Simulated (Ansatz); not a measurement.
Reaction (ligand exchange at a Ge–O bond): `C[O][GeH]([F])[O]C` + CH₃SH → `C[O][GeH]([F])[S]C` + CH₃OH

Calculated with Ansatz (gas phase, PBE0-D4/def2-TZVP geometries, no zero-point term in ΔE). CCSD(T)/CBS is the MP2 limit (def2-TZVPP, def2-QZVPP) plus CCSD(T) − MP2 in def2-TZVPP, frozen cores. This one scheme is used for every species. For Ge outer-core shells are correlated without core-valence functions, which leaves a few kJ/mol of doubt a bond. Scalar relativity is left out up to krypton. Each species was taken in one conformer, which may not be the lowest.

| species | CCSD(T)/CBS(def2) energy (Eh) |
| --- | --- |
| `C[O][GeH]([F])[O]C` | -2406.63103 |
| CH₃SH | -438.22835 |
| `C[O][GeH]([F])[S]C` | -2729.24512 |
| CH₃OH | -115.61712 |

Problem. Work out ΔE.

Solution. ΔE = (-2729.24512) + (-115.61712) − (-2406.63103) − (-438.22835) = -0.00286 Eh = -7.5 kJ/mol.

Largest T1 diagnostic among the species: 0.012.

In def2-TZVPP, CCSD(T) changes the Hartree–Fock value by −10.8 kJ/mol (the triples alone add −2.4 kJ/mol) and MP2 by −13.9 kJ/mol. The D4 term adds −4.6 kJ/mol with B3LYP and −2.5 kJ/mol with PBE0; it sums over pairs of atoms, weighted by their polarisabilities, and B3LYP, whose exchange is more repulsive, gets the larger term.

B3LYP here is the variant with VWN-RPA as its local correlation; programs differ in this.
